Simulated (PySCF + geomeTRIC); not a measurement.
The multiplicity is imposed and other spin states were not computed.

Species: [Hf(Cl)3] (charge 0, multiplicity 2).

### Question
Give a relaxed geometry from BP86-D3(BJ)/def2-SVP run with PySCF + geomeTRIC.

### Answer
the end point of this relaxation.
Cartesian coordinates (Å) in one orientation:
```xyz
4

Hf    -0.004    -0.006    -0.001
Cl     0.224    -0.717     2.220
Cl    -0.897    -1.462    -1.605
Cl     0.658     2.155    -0.618
```
